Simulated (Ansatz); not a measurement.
Consider the hydrogenolysis of a Ge–O bond: `C[O][GeH2][OH]` + H₂ → `[OH][GeH3]` + CH₃OH.

Computed with Ansatz on PBE0-D4/def2-TZVP structures; ΔE is electronic, products minus reactants. CCSD(T)/CBS is the MP2 limit (def2-TZVPP, def2-QZVPP) plus CCSD(T) − MP2 in def2-TZVPP, frozen cores. This one scheme is used for every species. Functionals use def2-TZVPP. For Ge outer-core shells are correlated without core-valence functions, which leaves a few kJ/mol of doubt a bond. Scalar relativity is left out up to krypton. One conformer a species, not always the lowest.

`C[O][GeH2][OH]`:

Z-matrix (Å, degrees):
```
C
O 1 1.407
H 1 1.098 2 112.0
H 1 1.092 2 108.1 3 -118.9
H 1 1.099 2 112.4 3 122.1
Ge 2 1.776 1 119.4 3 -72.7
O 6 1.764 2 105.5 1 -162.4
H 6 1.545 2 107.2 1 -42.3
H 6 1.534 2 112.1 1 83.2
H 7 0.960 6 112.2 2 49.5
```

H₂:

Z-matrix (Å, degrees):
```
H
H 1 0.746
```

`[OH][GeH3]`:

```xyz
6

O    -0.782    1.127    0.029
Ge    0.342   -0.255    0.111
H    -1.514    0.973   -0.571
H     1.417    0.191    1.106
H     0.941   -0.527   -1.283
H    -0.402   -1.509    0.608
```

CH₃OH:

Z-matrix (Å, degrees):
```
C
O 1 1.409
H 1 1.097 2 112.4
H 1 1.090 2 107.0 3 -118.5
H 1 1.097 2 112.4 3 123.0
H 2 0.959 1 108.5 3 -61.6
```

```tsv
level	ΔE (kJ/mol)
CAM-B3LYP-D4	19.1
ωB97M-V	19.5
r2SCAN	22.5
CCSD/def2-TZVPP	18.5
```

(1) What does CCSD(T)/CBS give? (Best estimate.)

Largest T1 diagnostic among the species: 0.012.

Answers

(1) Computed: +22.0 kJ/mol. The listed levels differ from it by -2.9, -2.5, 0.5, -3.5 kJ/mol.

From r2SCAN to r2SCAN0 (25 % exact exchange), in def2-TZVPP and without D4, ΔE moves by −4.9 kJ/mol. Leaving LDA and LC-ωPBE aside and taking each functional with its dispersion term where it has one, the values, not all of them listed here, spread over 11.0 kJ/mol, from HSE06-D4 to BLYP-D4. LDA lies +3.4 kJ/mol from PBE without D4.
